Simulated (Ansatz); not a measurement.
CH3BeF (SMILES [CH3][Be][F]) moved off its minimum; all values from Ansatz (a quantum-chemistry and plane-wave program), cores frozen in correlated methods.
(charge 0, multiplicity 1)
```xyz
6

Be    -0.01637     0.16334    -0.05442
F     -0.45043     1.02522    -0.92011
C      0.43087    -0.99146     1.03099
H      0.47214    -2.11178     0.51839
H     -0.32229    -1.18237     1.73056
H      1.23428    -0.92456     1.51397
```

Give the forces (eV/Å), the total energy and the dipole at CCSD(T)/aug-cc-pVTZ.


```
atom      Fx      Fy      Fz
----  ------  ------  ------
Be1    1.040  -2.086   1.926
F2    -1.218   2.537  -2.497
C3    -5.255  -3.923  -5.446
H4     0.050   2.689   0.783
H5    -1.538  -0.004   1.341
H6     6.921   0.788   3.893
```
Energy -154.3313 hartree, dipole 1.00 D.
